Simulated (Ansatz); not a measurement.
Molecule: sum formula SiOCl2 (charge 0, singlet). 
Coordinates optimised at B3LYP-D3(BJ)/def2-TZVP (Ansatz, a first-principles code):
```
Si
O 1 1.5099
Cl 1 2.0170 2 125.67
Cl 1 2.0170 2 125.67 3 180.00
```

Parts of the frozen-core correlation energy in STO-3G (Ansatz, hartree). Frozen orbitals: 16; correlated occupied orbitals by spin: 12 and 12; virtual: 4 and 4. No spin-orbit coupling. Non-relativistic. The restricted reference is unstable.

```
term                             value
-------------------------  -----------
reference (HF)             -1268.63418
MP2 opposite-spin                  ___
MP2 same-spin                      ___
CCSD correlation                   ___
(T)                           -0.01057
FCI minus CCSD(T)             -0.00069
T1 diagnostic                    0.020
largest doubles amplitude        0.161
```

Problem. Complete the blanks.

Solution. 
- MP2 opposite-spin, value: -0.09780
- MP2 same-spin, value: -0.03049
- CCSD correlation, value: -0.13454
